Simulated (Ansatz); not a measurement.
# Which is lower?

Two relaxed structures of CH3ISi, singlet (PBE0-D4/def2-TZVP; forces vanish, vibrations not checked).

A:

Si1  (-0.661, 0.219, -0.567)
C2  (0.530, 0.007, 0.634)
I3  (1.875, -1.566, 0.678)
H4  (-0.823, -0.725, -1.689)
H5  (-1.582, 1.373, -0.520)
H6  (0.661, 0.691, 1.463)
(Å)

B:

| atom | x (Å) | y (Å) | z (Å) |
| --- | --- | --- | --- |
| Si1 | -0.5835 | 0.1533 | -0.7520 |
| C2 | 0.4839 | -0.0293 | 0.8056 |
| I3 | 2.0296 | -1.5072 | 0.6495 |
| H4 | -0.1250 | -0.3065 | 1.6709 |
| H5 | -1.4200 | 1.2525 | -0.0828 |
| H6 | 0.9785 | 0.9124 | 1.0598 |

Ansatz 0.2.0; basis: def2-TZVPP; cores frozen in the correlated methods. Filled d shells of the heavier atoms are correlated. Core potentials replace the inner electrons of the atoms past krypton. The def2 sets are not built for correlating such inner shells, so the correlated values are less sure here. B3LYP uses VWN-RPA correlation.

(1) Which structure is lower at CCSD(T), and by how much? (Judge from chemistry; the value comes from the calculation.)

(2) Do the other methods give the same order? (A judgement: the text doesn't fix the answer.)

The T1 diagnostic stays at or below 0.013. The restricted Hartree–Fock reference is unstable towards an unrestricted one at one or more of these structures.

## Answers

(1) By the calculation: A, by 0.124 eV (electronic energy, against the other). By their contacts, A is CH₃ISi ([SiH2][CH][I]) and B is CH₃ISi ([SiH][CH2][I]).

(2) Computed: Not all: HF gives the other order.

```json
{"method": "PBE-D4", "E(B) − E(A) (eV)": "0.200"}
{"method": "r2SCAN-D4", "E(B) − E(A) (eV)": "0.284"}
{"method": "PBE0-D4", "E(B) − E(A) (eV)": "0.125"}
{"method": "B3LYP-D4", "E(B) − E(A) (eV)": "0.131"}
{"method": "wB97M-V", "E(B) − E(A) (eV)": "0.011"}
{"method": "HF", "E(B) − E(A) (eV)": "-0.097"}
{"method": "MP2", "E(B) − E(A) (eV)": "0.251"}
{"method": "CCSD", "E(B) − E(A) (eV)": "0.042"}
{"method": "CCSD(T)", "E(B) − E(A) (eV)": "0.124"}
```

Labels in which every atom is bracketed show which atoms are joined, not bond orders.

For scale, one of the runs: CCSD(T)/def2-TZVPP, 165 basis functions, launched by `ansatz run in.yaml --threads 2 --pin off --events-out ev --progress --plain --max-ram 4352MiB`. The run took 27 s on 2 CPU threads of an Intel Xeon Platinum 8223CL (shared host), with 1.4 GiB of host memory at its peak.
